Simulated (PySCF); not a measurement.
NMR data simulated for an unnamed compound:

¹H NMR (600 MHz, computed): δ 4.61 (br, 2H), 3.37 (s, 2H), 3.31 (s, 3H).

¹³C{¹H} NMR (computed): δ 60.5 (CH2), 59.9 (CH3).

[PySCF 2.14: J: B3LYP/pcJ-1 (spin–dipole term only in couplings to heteroatoms); GIAO PBE0/pcSseg-1 shieldings; geometry: PBE0-D3(BJ)/def2-SVP; a single conformation; rapidly exchanging positions averaged; in vacuum; relativity neglected]

Scale: TMS for ¹H (σ = 31.27 ppm), ¹³C (σ = 184.41 ppm) (reference shieldings calculated alike).

Question: Which of these does the molecule contain: a vinyl group CH=CH2, a (CH3)2CH unit, a CF3 group, a methoxy group?

Answer: 
- A vinyl group CH=CH2: no.
- A (CH3)2CH unit: no.
- A CF3 group: no.
- A methoxy group: yes (δC 59.9; δH 3.31 (s)).

The data belong to SMILES COCB1OBOBO1, C2H7B3O4; they needn't prove each group on their own.

Carbon signals by region: 2 at 50–100 ppm.

Hydrogens on boron are broadened and split by ¹¹B (spin 3/2, 80 %) and 10B (spin 3). A carbon bonded to boron is broadened by the quadrupolar boron nucleus and is often missing from a measured spectrum. Shifts are as computed. Against solution values, carbons near 30 ppm lie about +2 ppm off and those near 130 ppm about +5 ppm. Of 1309 compounds with measured shifts, 239 miss one by over three times the rms of a fit or turn the order of signals round; such compounds aren't used in these exercises.
